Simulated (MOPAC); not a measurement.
Input file for MOPAC: PM7 on FGeH3O (SMILES [OH][GeH2][F]), a point of a bond scan (R = 2.061 Å).

```
PM7 1SCF PRECISE CHARGE=0 THREADS=1
FGeH3O

Ge    -0.22747459 1    -0.25087345 1     0.02663045 1
O      1.45573431 1    -0.40020062 1    -0.50453156 1
F     -0.54577123 1     1.44651198 1     0.30987347 1
H     -1.38482697 1    -0.85226574 1    -1.56915113 1
H     -0.46978155 1    -0.93226496 1     1.38080844 1
H      2.09980761 1    -0.16043852 1     0.16983856 1
```

Program output:

```
*******************************************************************************
 **                                                                           **
 **                              MOPAC v23.2.5                                **
 **                                                                           **
 *******************************************************************************
 ** MOPAC's Digital Object Identifier: https://doi.org/10.5281/zenodo.6511958 **
 **                                                                           **
 ** Please cite the open-source release paper for use of this MOPAC version:  **
 ** J. E. Moussa and J. J. P. Stewart (2026)                                  **
 ** MOPAC: An open-source semiempirical molecular orbital program             **
 ** J. Open Source Softw., 11(119), 8025, https://doi.org/10.21105/joss.08025 **
 *******************************************************************************

                              PM7 CALCULATION RESULTS

 *******************************************************************************
 *  PM7        - The PM7 Hamiltonian to be used
 *
 *
 *
 *                 CHARGE ON SYSTEM = 0
 *
 *
 *
 *  PRECISE    - TIGHTER CRITERIA TO BE USED
 *  1SCF       - DO 1 SCF AND THEN STOP
 *  THREADS=1  - MULTI-THREADING NOT USED
 *  T=         - A TIME OF 172800.0 SECONDS REQUESTED
 *  DUMP=N     - RESTART FILE WRITTEN EVERY 7200.0 SECONDS REQUESTED
 *******************************************************************************
PM7 1SCF PRECISE CHARGE=0 THREADS=1
 FGeH3O

   ATOM   CHEMICAL          X               Y               Z
  NUMBER   SYMBOL      (ANGSTROMS)     (ANGSTROMS)     (ANGSTROMS)

     1      Ge         -0.22747459  *  -0.25087345  *   0.02663045  *
     2       O          1.45573431  *  -0.40020062  *  -0.50453156  *
     3       F         -0.54577123  *   1.44651198  *   0.30987347  *
     4       H         -1.38482697  *  -0.85226574  *  -1.56915113  *
     5       H         -0.46978155  *  -0.93226496  *   1.38080844  *
     6       H          2.09980761  *  -0.16043852  *   0.16983856  *



          CARTESIAN COORDINATES

    NO.       ATOM           X           Y           Z

     1        Ge         -0.2275     -0.2509      0.0266
     2         O          1.4557     -0.4002     -0.5045
     3         F         -0.5458      1.4465      0.3099
     4         H         -1.3848     -0.8523     -1.5692
     5         H         -0.4698     -0.9323      1.3808
     6         H          2.0998     -0.1604      0.1698

 General Reference for PM7:
 "Optimization of Parameters for Semiempirical Methods VI: More Modifications to the
 NDDO Approximations and Re-optimization of Parameters", J. J. P. Stewart, J. Mol. Mod., 1:32, 19 (2013)
 https://link.springer.com/article/10.1007/s00894-012-1667-x

           Empirical Formula: H3 O Ge F  =     6 atoms



      MOLECULAR POINT GROUP   :   C1


      RHF CALCULATION, NO. OF DOUBLY OCCUPIED LEVELS = 10


 -------------------------------------------------------------------------------
 PM7 1SCF PRECISE CHARGE=0 THREADS=1
 FGeH3O



     1SCF WAS SPECIFIED, SO BFGS WAS NOT USED
     SCF FIELD WAS ACHIEVED


                              PM7 CALCULATION
                                                       MOPAC v23.2.5 Linux




          FINAL HEAT OF FORMATION =        -63.40160 KCAL/MOL =    -265.27231 KJ/MOL


          COSMO AREA              =         96.97 SQUARE ANGSTROMS
          COSMO VOLUME            =         82.19 CUBIC ANGSTROMS

          IONIZATION POTENTIAL    =         10.452305 EV
          HOMO LUMO ENERGIES (EV) =        -10.452 -0.393
          NO. OF FILLED LEVELS    =         10
          MOLECULAR WEIGHT        =        110.6115         POINT GROUP:  C1

          MOLECULAR DIMENSIONS (Angstroms)

            Atom       Atom       Distance
            H     6    H     4     3.95543
            F     3    O     2     2.62839
            F     3    H     5     2.23189


          SCF CALCULATIONS        =          1





   ATOM   CHEMICAL          X               Y               Z
  NUMBER   SYMBOL      (ANGSTROMS)     (ANGSTROMS)     (ANGSTROMS)

     1      Ge         -0.22747459  *  -0.25087345  *   0.02663045  *
     2       O          1.45573431  *  -0.40020062  *  -0.50453156  *
     3       F         -0.54577123  *   1.44651198  *   0.30987347  *
     4       H         -1.38482697  *  -0.85226574  *  -1.56915113  *
     5       H         -0.46978155  *  -0.93226496  *   1.38080844  *
     6       H          2.09980761  *  -0.16043852  *   0.16983856  *

                             CARTESIAN COORDINATES

   1   Ge       -0.227474590    -0.250873450     0.026630450
   2    O        1.455734310    -0.400200620    -0.504531560
   3    F       -0.545771230     1.446511980     0.309873470
   4    H       -1.384826970    -0.852265740    -1.569151130
   5    H       -0.469781550    -0.932264960     1.380808440
   6    H        2.099807610    -0.160438520     0.169838560


           Empirical Formula: H3 O Ge F  =     6 atoms



      MOLECULAR POINT GROUP   :   C1


                  EIGENVALUES
 -37.30935 -27.54332 -17.75404 -16.02578 -14.20964 -13.94238 -12.97909 -11.86809
 -11.20749 -10.45231  -0.39285  -0.12444  -0.02910   1.89915   6.10055


              NET ATOMIC CHARGES AND DIPOLE CONTRIBUTIONS

  ATOM NO.   TYPE          CHARGE      No. of ELECS.   s-Pop       p-Pop
    1         Ge           0.472065        3.5279     1.19274     2.33520
    2          O          -0.739005        6.7390     1.76983     4.96917
    3          F          -0.479438        7.4794     1.95823     5.52121
    4          H           0.251178        0.7488     0.74882
    5          H           0.140880        0.8591     0.85912
    6          H           0.354320        0.6457     0.64568
 DIPOLE           X         Y         Z       TOTAL
 POINT-CHG.    -2.841    -4.411     0.468     5.268
 HYBRID         0.882     0.749     0.223     1.178
 SUM           -1.959    -3.663     0.691     4.211


          ATOMIC ORBITAL ELECTRON POPULATIONS

     Atom    s        px        py        pz
    1 Ge   1.19274   0.67789   0.59768   1.05963
    2  O   1.76983   1.44770   1.88304   1.63843
    3  F   1.95823   1.95350   1.60191   1.96579
    4  H   0.74882
    5  H   0.85912
    6  H   0.64568

 **********************
 *                    *
 * JOB ENDED NORMALLY *
 *                    *
 **********************




 == MOPAC DONE ==
```

The run finished.

Cost: around 0.03 core-seconds (rough).
